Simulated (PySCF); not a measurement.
Compound: BeMe(CN), C₂H₃BeN.
SMILES: `[CH3][Be][C]#N`

The closed-shell ground state was solved at several levels (PySCF, density fitting, gas phase, non-relativistic). Isolated species at its PBE0-D3(BJ)/def2-SVP geometry, gas phase.

```
              level  basis functions  total energy (Eh)  HOMO (eV)  LUMO (eV)  gap (eV)  dipole (D)
      PBE0/pcSseg-1               78          -147.3049      -9.38      -1.45      7.93        3.40
CAM-B3LYP/def2-SVPD               96          -147.3267     -10.85      -0.52     10.33        3.47
   wB97X-D/pcSseg-1               78          -147.4480     -11.35       0.37     11.72        3.44
```

Question: What might B3LYP/pcJ-1 (122 basis functions) give for the same quantities?

Answer: Total energy -147.5328 Eh, HOMO -9.14 eV, LUMO -1.34 eV, gap 7.80 eV, dipole 3.38 D.

Question: Over all these levels, which gives the widest orbital gap and which the narrowest?

Answer: wB97X-D/pcSseg-1 (range-separated hybrid) has the widest, 11.72 eV, and B3LYP/pcJ-1 (global hybrid, 20 % exact exchange) the narrowest, 7.80 eV. Functional and basis both differ between the two, so the spread mixes both effects.

Question: How far do the dipole and the HOMO energy spread over the levels?

Answer: The dipole runs from 3.38 to 3.47 D (mean 3.42 D) and the HOMO from -11.35 to -9.14 eV.

wB97X-D is run here without its empirical dispersion term; that term would change no orbital, density or response property at a fixed geometry.
